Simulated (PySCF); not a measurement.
Compound: C2H10GeSi.
Numbering: `[CH3:1][C@@H:2]([SiH3:3])[GeH3:4]` (hydrogens: H5, H6, H7 on C1; H8 on C2; H9, H10, H11 on Si3; H12, H13, H14 on Ge4)

Computed with PBE0-D3(BJ)/def2-SVP geometry optimisation, gas phase (PySCF 2.14.0).

Task: Give the optimised bond lengths and angles.

Result: 
```json
{"bond": "C1–C2", "length (pm)": "153.2", "order": "single"}
{"bond": "C2–Si3", "length (pm)": "188.6", "order": "single"}
{"bond": "C2–Ge4", "length (pm)": "196.8", "order": "single"}
{"bond": "C1–H5, C1–H6, C1–H7", "length (pm)": "110.2", "order": "single"}
{"bond": "C2–H8", "length (pm)": "110.5", "order": "single"}
{"bond": "Si3–H9, Si3–H10, Si3–H11", "length (pm)": "149.7", "order": "single"}
{"bond": "Ge4–H12, Ge4–H13, Ge4–H14", "length (pm)": "154.2", "order": "single"}
```

Bonds in one row agree within 1 pm and their mean is given. Orders are formal, as drawn. A selection of angles:
```json
{"angle": "C2–C1–H5", "degrees": "111.7"}
{"angle": "H5–C1–H6", "degrees": "107.1"}
{"angle": "C1–C2–Si3", "degrees": "112.3"}
{"angle": "C1–C2–Ge4", "degrees": "111.3"}
{"angle": "C1–C2–H8", "degrees": "109.9"}
{"angle": "Si3–C2–Ge4", "degrees": "111.4"}
{"angle": "Si3–C2–H8", "degrees": "106.5"}
{"angle": "Ge4–C2–H8", "degrees": "105.1"}
{"angle": "C2–Si3–H9", "degrees": "110.4"}
{"angle": "C2–Si3–H11", "degrees": "110.9"}
{"angle": "H9–Si3–H10", "degrees": "108.1"}
{"angle": "H9–Si3–H11", "degrees": "108.7"}
{"angle": "C2–Ge4–H12", "degrees": "110.9"}
{"angle": "C2–Ge4–H13", "degrees": "109.1"}
{"angle": "H12–Ge4–H13", "degrees": "109.2"}
```

Ge4 (germanium bonded to C and 3 H) is tetrahedral (angles from 108.7° to 110.9°). Si3 (SiH3 silicon) is tetrahedral (angles from 108.1° to 110.9°).

Point group: C1 (no symmetry element, even within 0.4 Å). No PBE0-D3(BJ)/def2-SVP frequencies stand behind this structure, so it isn't proved a minimum.
